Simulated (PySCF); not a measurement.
## Potential energy of GeF along the bond

Set-up: basis Ge cc-pVTZ-PP with ECP10, F cc-pVTZ; scalar-relativistic core potentials; PySCF 2.14. Energies in eV from Ge + F in their ground configurations at the same level. State: ²Π (doublet), unpaired electrons π ↑.

All columns are PBE0. A positive dipole means Ge(−)F(+).

```json
{"R (Å)": "1.513", "E (eV)": "-4.044", "μ (D)": "-0.36", "Mulliken charge on Ge (basis-dependent)": "0.24", "HOMO (eV)": "-4.43", "LUMO (eV)": "-2.35", "Mayer bond order": "1.20", "⟨S²⟩": "0.75"}
{"R (Å)": "1.583", "E (eV)": "-4.697", "μ (D)": "-0.79", "Mulliken charge on Ge (basis-dependent)": "0.28", "HOMO (eV)": "-4.59", "LUMO (eV)": "-2.50", "Mayer bond order": "1.15", "⟨S²⟩": "0.75"}
{"R (Å)": "1.653", "E (eV)": "-5.046", "μ (D)": "-1.22", "Mulliken charge on Ge (basis-dependent)": "0.32", "HOMO (eV)": "-4.75", "LUMO (eV)": "-2.65", "Mayer bond order": "1.11", "⟨S²⟩": "0.75"}
{"R (Å)": "1.706", "E (eV)": "-5.165", "μ (D)": "-1.55", "Mulliken charge on Ge (basis-dependent)": "0.35", "HOMO (eV)": "-4.87", "LUMO (eV)": "-2.76", "Mayer bond order": "1.07", "⟨S²⟩": "0.75"}
{"R (Å)": "1.759", "E (eV)": "-5.195", "μ (D)": "-1.87", "Mulliken charge on Ge (basis-dependent)": "0.37", "HOMO (eV)": "-4.99", "LUMO (eV)": "-2.87", "Mayer bond order": "1.04", "⟨S²⟩": "0.75"}
{"R (Å)": "1.812", "E (eV)": "-5.157", "μ (D)": "-2.19", "Mulliken charge on Ge (basis-dependent)": "0.39", "HOMO (eV)": "-5.10", "LUMO (eV)": "-2.98", "Mayer bond order": "1.01", "⟨S²⟩": "0.75"}
{"R (Å)": "1.882", "E (eV)": "-5.031", "μ (D)": "-2.61", "Mulliken charge on Ge (basis-dependent)": "0.42", "HOMO (eV)": "-5.25", "LUMO (eV)": "-3.12", "Mayer bond order": "0.98", "⟨S²⟩": "0.75"}
{"R (Å)": "1.970", "E (eV)": "-4.791", "μ (D)": "-3.13", "Mulliken charge on Ge (basis-dependent)": "0.45", "HOMO (eV)": "-5.43", "LUMO (eV)": "-3.29", "Mayer bond order": "0.94", "⟨S²⟩": "0.75"}
{"R (Å)": "2.076", "E (eV)": "-4.434", "μ (D)": "-3.72", "Mulliken charge on Ge (basis-dependent)": "0.47", "HOMO (eV)": "-5.63", "LUMO (eV)": "-3.48", "Mayer bond order": "0.91", "⟨S²⟩": "0.75"}
{"R (Å)": "2.216", "E (eV)": "-3.905", "μ (D)": "-4.48", "Mulliken charge on Ge (basis-dependent)": "0.50", "HOMO (eV)": "-5.88", "LUMO (eV)": "-3.72", "Mayer bond order": "0.87", "⟨S²⟩": "0.75"}
```

A fit through these points gives, at Re = 1.754 Å, μ = -1.84 D and dμ/dR = -6.12 D/Å; the reduced mass is 15.11 u.

Problem. How strong is the fundamental in the double-harmonic approximation, I = 42.26·(dμ/dR)²/μred km/mol?

Solution. I = 42.26·(-6.12)²/15.11 = 105 km/mol at PBE0.

Spin–orbit coupling is left out. The state is the lowest determinant that a PBE0 search found; another state may lie lower at other levels.
